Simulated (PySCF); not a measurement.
C₃H₃N₂, multiplicity 2. Atoms are numbered in the order given.

```xyz
8

C      1.1799     0.1827     0.0000
C      0.2455     1.1887     0.0000
N     -1.0000     0.6017     0.0000
C     -0.8153    -0.7032     0.0000
N      0.5166    -1.0134     0.0000
H      0.3847     2.2677     0.0000
H     -1.6010    -1.4598     0.0000
H      0.9391    -1.9351     0.0000
```
Charge 0, spin multiplicity 2.

Geometry: r2SCAN-D4/def2-SVP. The isomer is the one that the SMILES or the coordinates give; other isomers of the formula were not compared.

Level of theory: PySCF 2.14.0 with TDA-PBE/def2-SVPD.

Vertical excitations. 

```csv
state,energy (eV),λ (nm),f,main pairs
root 1,1.19,1043,0.001,β HOMO→LUMO 99 %
root 2,2.61,475,0.035,β HOMO−1→LUMO 95 %
root 3,2.90,427,0.001,β HOMO−2→LUMO 100 %
root 4,4.59,270,0.000,"α HOMO→LUMO 47 %, β HOMO→LUMO+1 49 %"
root 5,5.45,227,0.001,"α HOMO→LUMO+2 47 %, β HOMO→LUMO+3 47 %"
root 6,5.56,223,0.002,"α HOMO−1→LUMO 90 %, β HOMO−1→LUMO+1 7 %"
root 7,5.62,220,0.000,β HOMO→LUMO+2 98 %
root 8,5.80,214,0.000,α HOMO→LUMO+1 98 %
root 9,5.89,211,0.000,β HOMO−3→LUMO 99 %
root 10,6.00,207,0.001,"α HOMO−1→LUMO+2 18 %, α HOMO−1→LUMO 7 %, α HOMO−3→LUMO 5 %, β HOMO−1→LUMO+1 64 %"
```
Unrestricted roots are not spin-pure.
